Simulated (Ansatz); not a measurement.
System: SeCl, net charge 0, doublet state. 
Coordinates optimised at B3LYP-D3(BJ)/def2-TZVP (Ansatz, a quantum-chemistry and plane-wave program):
SMILES: Cl[Se]
```xyz
2

Se     0.0000     0.0000    -0.7157
Cl     0.0000     0.0000     1.4313
```
Charge 0, spin multiplicity 2.

Basis-set convergence of Hartree-Fock and CCSD(T) correlation energies (hartree) with Ansatz. Cores are frozen in the correlated levels unless marked. UHF or UKS for open shells. No spin-orbit coupling. Frozen are the shells of the preceding noble gas and the d and f shells that filled before the atom's block. No relativistic terms.

```tsv
basis	functions	E(HF)	E(corr, CCSD(T))
def2-SVPD	68	-2858.89394	-0.27795
def2-TZVPPD	108	-2859.34694	-0.36266
def2-QZVPPD	177	-2859.40700	-0.39335
```

Extrapolating the two largest sets (X = 3 and 4) as X^-3: E(corr) = (64·(-0.39335) - 27·(-0.36266))/37 = -0.4157 Eh, an estimate of the basis-set limit. The largest set recovers 94.6 % of it, the smallest 66.9 %.
